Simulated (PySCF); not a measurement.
# Electron correlation in Ru⁺ (ruthenium, charge +1)

[Kr] 4d7, high-spin 4F determinant. All numbers are calculated (PySCF 2.14, a scalar-relativistic core potential, in aug-cc-pVTZ-PP with ECP28MDF (6s6p5d3f2g, 88 functions)). Frozen: 4s2 4p6; 7 electrons correlated.

```
  level  correlation energy (mhartree)
   CCSD                        -162.97
    (T)                          -5.60
CCSD(T)                        -168.57
```

Diagnostics: T1 = 0.0035, D1 = 0.0053, largest double amplitude 0.022.

Is a single reference adequate?

Yes, within this model without spin-orbit coupling: T1 lies below 0.03 and no double amplitude reaches 0.07.
